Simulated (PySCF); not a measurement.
Ge(H)(OH)2(OMe) (CH₆GeO₃), SMILES C[O][GeH]([OH])[OH]. Atoms are numbered in the order given.

```xyz
11

Ge     0.2901    -0.0032     0.3664
O      1.5631     1.1748     0.0132
O      0.7793    -1.6159    -0.1837
O     -1.0806     0.6095    -0.5898
C     -2.3049    -0.0921    -0.6474
H     -0.0305    -0.1501     1.8553
H      1.2223     1.8826    -0.5524
H      1.2194    -1.5931    -1.0447
H     -2.9913     0.4592    -1.3098
H     -2.7885    -0.1761     0.3454
H     -2.1808    -1.1136    -1.0525
```

Geometry optimised at B3LYP-D3(BJ)/def2-SVP. The structure was generated by enumeration, and PubChem lists no compound with its InChIKey, so it may never have been made. Other conformers were not sampled.

All values below come from PBE/def2-TZVP (PySCF).

Atomic charges (e):

| atom | Mulliken | IAO |
|---|---|---|
| Ge1 | 0.61 | 1.27 |
| O2 | -0.51 | -0.75 |
| O3 | -0.51 | -0.74 |
| O4 | ? | -0.60 |
| C5 | ? | -0.22 |
| H6 | ? | -0.11 |
| H7 | 0.32 | 0.37 |
| H8 | 0.31 | 0.36 |
| H9 | 0.13 | 0.15 |
| H10 | 0.11 | 0.12 |
| H11 | 0.12 | 0.13 |

Task: What belongs in the gaps? (An estimate is asked for; the answer gives what the named calculation found.)

Result: 
- O4, Mulliken: -0.35
- C5, Mulliken: -0.21
- H6, Mulliken: 0.00
